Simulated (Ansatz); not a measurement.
ZrIF₃. Total charge 0; triplet. Geometry PBE0-D4/def2-SVP, that of the neutral singlet; atoms count from 1.

```csv
atom,x (Å),y (Å),z (Å)
Zr1,-0.039,0.073,-0.134
I2,0.629,-1.181,2.177
F3,0.379,1.909,-0.012
F4,-1.888,-0.118,-0.457
F5,0.919,-0.682,-1.574
```

In the def2 sets I, Zr take a core potential; there is no spin–orbit coupling. At PBE0-D4/def2-TZVP a singlet of charge 0 lies 5.03 eV below the triplet at the same geometry.

Estimate the Mulliken populations from the PBE0/def2-TZVP orbitals of Ansatz.


| atom | charge (e) | spin (α − β) | d electrons |
| --- | --- | --- | --- |
| Zr1 | 1.30 | 0.86 | 2.13 |
| I2 | 0.12 | 1.10 | – |
| F3 | -0.47 | 0.02 | – |
| F4 | -0.47 | -0.01 | – |
| F5 | -0.47 | 0.02 | – |
Mulliken values depend strongly on the basis.

Where does the spin sit?

Summed by element: Zr 0.86, I 1.10, F 0.04, of 2 unpaired in all. Largest on single atoms: I2 1.10, Zr1 0.86, F5 0.02.

And the Mayer bond orders between heavy atoms (over 0.3)?

Zr1–I2 0.61 (2.71 Å); Zr1–F3 0.86 (1.89 Å); Zr1–F4 0.89 (1.89 Å); Zr1–F5 0.86 (1.89 Å).
